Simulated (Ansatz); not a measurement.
Calculation: Ansatz (a first-principles code) with frozen-core CCSD(T)/cc-pVTZ // B3LYP-D3(BJ)/def2-TZVP. The restricted HF reference is unstable towards unrestricted orbitals.

Ansatz 0.2 input:
```yaml
crystal:
  periodic: [false, false, false]
  atoms:
    - { symbol: C, position_ang: [0.263585, 1.418505, 0.189419] }
    - { symbol: C, position_ang: [-0.020612, -0.042374, -0.002107] }
    - { symbol: Si, position_ang: [-1.755101, -0.662079, 0.366279] }
    - { symbol: C, position_ang: [0.910107, -0.914567, -0.422879] }
    - { symbol: C, position_ang: [2.253494, -0.545933, -0.728969] }
    - { symbol: N, position_ang: [3.342172, -0.259284, -0.979162] }
    - { symbol: H, position_ang: [-0.399585, 2.020491, -0.438103] }
    - { symbol: H, position_ang: [1.29481, 1.677409, -0.049839] }
    - { symbol: H, position_ang: [0.063225, 1.712619, 1.223497] }
    - { symbol: H, position_ang: [-2.089273, -0.371494, 1.780136] }
    - { symbol: H, position_ang: [-1.819525, -2.118378, 0.11441] }
    - { symbol: H, position_ang: [-2.724127, 0.050724, -0.498594] }
    - { symbol: H, position_ang: [0.680828, -1.965639, -0.554089] }
basis:
  gaussian: { orbitals: cc-pVTZ }
correlation:
  method: ccsd_t
```

Output:

```
Functional definition: HF
1614 factors; integrals over basis functions are off by at most 1.1e-3 eV
mean field evaluation 1: about -13573.4063 eV, gradient 3.7e1 eV
mean field evaluation 2: about -13573.8096 eV, gradient 3.8e1 eV
mean field evaluation 4: about -13577.9742 eV, gradient 7.2e0 eV
mean field evaluation 8: about -13578.1299 eV, gradient 3.3e-1 eV
mean field evaluation 16: about -13573.4051 eV, gradient 3.7e1 eV
mean field -13578.13044955 eV, -498.9870904337 hartree, gradient 2.3e-6 eV, S^2 0.000000; 0 other end points of the search recorded, 0 dependent functions left out; unrestricted orbitals would lower it
10 core orbitals not correlated
reference -13578.13044955 eV, -498.9870904337 hartree; 16, 16 occupied and 256, 256 virtual orbitals, 1614 factors
second order -26.00504564 eV of doubles, -0.00000000 eV of singles
cycle   1  -26.17642441 eV  change   -1.7e-1 eV  update   1.3e-1
cycle   2  -26.98148287 eV  change   -8.1e-1 eV  update   4.1e-2
cycle   3  -27.15663210 eV  change   -1.8e-1 eV  update   1.9e-2
cycle   4  -27.15203932 eV  change    4.6e-3 eV  update   5.6e-3
cycle   5  -27.15382643 eV  change   -1.8e-3 eV  update   2.7e-3
cycle   6  -27.15489616 eV  change   -1.1e-3 eV  update   6.8e-4
cycle   7  -27.15474867 eV  change    1.5e-4 eV  update   3.5e-4
cycle   8  -27.15472147 eV  change    2.7e-5 eV  update   1.2e-4
cycle   9  -27.15473334 eV  change   -1.2e-5 eV  update   5.6e-5
cycle  10  -27.15470763 eV  change    2.6e-5 eV  update   1.6e-5
perturbative correction -1.31569190 eV, -0.0483507854 hartree
Total energy: -13606.60084907 eV, -500.0333583182 hartree
```

Cost: about 30 core-minutes (a rough figure).
